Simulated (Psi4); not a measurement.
**Which level was it?**

SiClOF2 has 5 atoms, charge 0, and is taken as a doublet. As SMILES, `[O][Si](F)(F)Cl`. The coordinates come from a PBE0-D4/def2-TZVP relaxation.

```xyz
5

O    -0.1731    0.0487    1.6224
Si    0.0710   -0.0922    0.0056
F    -0.3746   -1.4933   -0.5427
F     1.5817    0.0744   -0.3839
Cl   -1.0551    1.3887   -0.7428
```

Orbital energies are those of the mean-field step.

A calculation with Psi4 1.11 gave:

| Item | Value |
| --- | --- |
| total energy | -1024.7239 Eh |
| dipole moment | 0.57 D |
| HOMO energy | -9.67 eV |
| LUMO energy | -6.13 eV |
| ⟨S²⟩ | 0.753 |
| largest force | 0.767 eV/Å |

Q: Which of these levels gave the numbers?
A. CCSD/def2-SVP
B. B3LYP/6-31G* (Cartesian functions)
C. B3LYP/6-31G* (spherical functions)
D. MP2/def2-SVP

A: B. The others give -1022.6287 Eh (CCSD/def2-SVP), -1022.6007 Eh (MP2/def2-SVP), -1024.7144 Eh (B3LYP/6-31G* (spherical functions)).
